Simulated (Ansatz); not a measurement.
Gas-phase electronic energies from Ansatz, PBE0-D4/def2-TZVP geometries. CCSD(T)/CBS adds triple-zeta CCSD(T) − MP2 to the extrapolated MP2 energy (def2 sets, frozen cores). This one scheme is used for every species. One conformer a species, not always the lowest.

Reaction (substitution at a C–N bond): `CN[SiH](O)O` + `CO[Si](N)(F)F` → `CN[Si](F)(F)OC` + `N[SiH](O)O`

`CN[SiH](O)O`:

```xyz
12

C     0.235    1.152   -1.244
N    -0.675    0.203   -0.638
Si   -0.374   -0.679    0.779
O     0.923   -1.687    0.641
O     0.039    0.288    2.037
H     0.010    2.190   -0.973
H     1.254    0.943   -0.912
H     0.226    1.072   -2.335
H    -1.633    0.296   -0.935
H    -1.627   -1.427    1.049
H     0.915   -2.293   -0.101
H     0.707   -0.058    2.632
```

`CO[Si](N)(F)F`:

Cartesian coordinates in Å:
```
C -1.405 1.104 -0.707
O -0.112 0.541 -0.611
Si 0.454 -0.352 0.605
N 1.798 -1.196 0.073
F -0.746 -1.246 1.146
F 0.880 0.505 1.869
H -1.597 1.332 -1.756
H -1.463 2.030 -0.129
H -2.172 0.412 -0.348
H 1.850 -1.608 -0.841
H 2.514 -1.522 0.698
```

`CN[Si](F)(F)OC`:

Cartesian coordinates in Å:
```
C 2.244 1.175 -0.663
N 0.845 1.014 -0.323
Si 0.048 -0.432 -0.052
F -0.344 -1.254 -1.359
F 1.025 -1.423 0.710
O -1.306 -0.117 0.764
C -2.442 -0.951 0.862
H 2.781 0.247 -0.458
H 2.709 1.958 -0.059
H 2.394 1.419 -1.720
H 0.293 1.853 -0.390
H -3.289 -0.335 1.167
H -2.675 -1.426 -0.095
H -2.283 -1.728 1.615
```

`N[SiH](O)O`:

Cartesian coordinates in Å:
```
N 0.259 0.158 -1.221
Si 0.135 -0.384 0.401
O -1.446 -0.717 0.678
O 0.805 0.773 1.349
H 1.131 0.537 -1.554
H -0.212 -0.349 -1.953
H 0.842 -1.622 0.780
H -2.088 -0.078 0.366
H 0.574 1.683 1.154
```

| level | ΔE (eV) |
| --- | --- |
| HF/def2-QZVPP | 0.02 |
| MP2/def2-QZVPP | 0.01 |

Task: What does CCSD(T)/CBS give? (Estimate.)

Result: Computed: +0.01 eV. The listed levels differ from it by 0.01, 0.00 eV.

Largest T1 diagnostic among the species: 0.011.
